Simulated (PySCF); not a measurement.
**From computed data to an observable: oscillator strength and radiative lifetime**

Ge(H)3(OH) (GeH4O), SMILES [GeH3][OH].

Geometry optimised at PBE0-D3(BJ)/def2-TZVP.

PySCF with TDDFT-M06-2X/def2-TZVPD puts the first singlet state with f over 0.02 at 7.83 eV (vertical), with the transition dipole (0.087, 0.351, 0.000) in atomic units.

Task: Find the oscillator strength, the wavelength and the radiative lifetime that this transition would have in vacuum if emission retraced absorption.

Result: 
|μ|² = 0.1308 au, so |μ| = 0.92 D. ΔE = 7.83/27.211 = 0.2877 hartree. f = (2/3) ΔE |μ|² = 0.025 (the program prints 0.025).
λ = 1239.84/7.83 = 158 nm; ν = 63153 cm⁻¹.
Einstein's coefficient A = 0.6670 ν² f s⁻¹ (ν in cm⁻¹) = 6.7e7 s⁻¹, so τ = 1/A = 15 ns. This state is S2; the lower singlet has f = 0.005. The figure is the radiative limit of this one transition; relaxation, internal conversion, crossing to triplets and a medium change what is measured.
